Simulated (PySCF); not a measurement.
**Telling isomers of C$_{4}$H$_{7}$N$_{3}$O apart by NMR**

Calculated, not measured (PySCF 2.14): J couplings at B3LYP/pcJ-1 (spin–dipole term left out of most H,H and C,H couplings), coordinates at the GFN2-xTB level, GIAO PBE0/pcSseg-1 shieldings. One conformer, no solvent, fast rotation and ring inversion assumed for equivalent nuclei, non-relativistic Hamiltonian.

Scale: 1H and 13C vs TMS (reference shieldings calculated alike). Multiplet labels drop J under 1 Hz and among equivalent protons, and merge close values. Unscaled 3J(H,H) run several per cent high. Shifts are as computed. Against solution values, carbons near 30 ppm lie about +3 ppm off and those near 130 ppm about +5 ppm. Of 1211 compounds with measured shifts, 218 miss one by over three times the rms of a fit or turn the order of signals round; such compounds aren't used in these exercises. OH and NH positions are gas-phase values without hydrogen bonding to other molecules.

(1) Tabulate the signals of `COc1cnn(C)n1`, `COc1nn[nH]c1C`, `COc1cn(C)nn1` and their relative energies.

(2) What is the quickest way to tell COc1cnn(C)n1 from COc1cn(C)nn1?

(3) What is the quickest way to tell COc1nn[nH]c1C from COc1cn(C)nn1?

(4) What is the quickest way to tell COc1cnn(C)n1 from COc1nn[nH]c1C?

Results:

(1) 
```tsv
SMILES	carbon types	δC	δH	E rel. (kcal/mol)
COc1cnn(C)n1	1×C 1×CH 2×CH3	169.2, 123.3, 57.8, 41.7	7.06 (s, 1H), 4.10 (s, 3H), 4.07 (s, 3H)	0.0
COc1nn[nH]c1C	2×C 2×CH3	163.9, 119.0, 58.1, 8.3	10.56 (br s, 1H), 4.31 (s, 3H), 2.41 (s, 3H)	1.5
COc1cn(C)nn1	1×C 1×CH 2×CH3	169.8, 111.4, 57.7, 37.2	7.02 (s, 1H), 4.25 (s, 3H), 4.12 (s, 3H)	5.6
```

Energies are electronic energies at PBE0/pcSseg-1 on these geometries, without zero-point or thermal terms, each for the one conformer computed, which needn't be the lowest.

(2) Both give the same number of carbon signals, with the same numbers of each carbon type, so the positions decide. The first has an aromatic CH next to a ring nitrogen at 123.3 ppm, the second an aromatic CH next to a ring nitrogen at 111.4 ppm. Their most deshielded carbons lie at 169.2 and 169.8 ppm.

(3) Both give the same number of carbon signals, but DEPT or the intensities differ. The first has a substituted aromatic carbon next to a ring nitrogen (C) at 119.0 ppm, the second an aromatic CH next to a ring nitrogen at 111.4 ppm. Their most deshielded carbons lie at 163.9 and 169.8 ppm. In the proton spectra the most deshielded non-exchanging signals are 4.31 (s, 3H) and 7.02 (s, 1H).

(4) Both give the same number of carbon signals, but DEPT or the intensities differ. The first has an aromatic CH next to a ring nitrogen at 123.3 ppm, the second a substituted aromatic carbon next to a ring nitrogen (C) at 119.0 ppm. Their most deshielded carbons lie at 169.2 and 163.9 ppm. In the proton spectra the most deshielded non-exchanging signals are 7.06 (s, 1H) and 4.31 (s, 3H).
